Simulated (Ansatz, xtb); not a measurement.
Ranking isomers of C2H6ClFSi

4 gas-phase structures of C2H6ClFSi, found in a search over its isomers (lower ones may exist). Each was relaxed with GFN2-xTB:

A. `F[SiH2]CCCl`, a singlet
B. `C[Si](C)(F)Cl`, a singlet
C. `CC[Si@H](F)Cl`, a singlet
D. `C[C@H](Cl)[SiH2]F`, a singlet

Problem. Make a reasoned guess at their ranking by r2SCAN-D4/def2-SVP single-point energy.

Solution. Calculated order at r2SCAN-D4/def2-SVP: B (0.000), C (0.686), D (2.425), A (2.427) eV. Less than 1 kcal/mol parts D and A, so the order within that pair means little.

Energies above the lowest of each column, in eV; the last columns are at BLYP-D3(BJ)/def2-SVP geometries and were run for some of them only (a dash: not run or not comparable):

```csv
structure,GFN2-xTB,HF/STO-3G,r2SCAN-D4/def2-SVP,BLYP-D3(BJ)/def2-SVP,CCSD(T)/def2-SVP + ΔMP2/def2-TZVPP
B,0.253,0.000,0.000,0.000,0.000
C,0.000,0.662,0.686,0.603,0.658
D,1.112,2.412,2.425,2.209,2.386
A,1.104,2.448,2.427,–,–
```

CCSD(T)/def2-SVP + ΔMP2/def2-TZVPP puts B lowest of those it was run on; GFN2-xTB picks C. Flexible structures stand in one conformer each, not always the lowest. Frequencies (BLYP-D3(BJ)/def2-SVP) were run for B, C, D alone. The ΔMP2 step shifts differences by up to 0.133 eV, which makes them less sure. ΔMP2 is the change of the MP2 energy from the smaller to the larger basis.

Over these structures GFN2-xTB departs from r2SCAN-D4/def2-SVP by 0.551 eV on average once a common shift is removed. A GFN2-xTB relaxation took about 0.5 s and the r2SCAN-D4/def2-SVP energy about 5.7 s on a shared host (Ansatz 0.2.0, xtb 6.7.1).
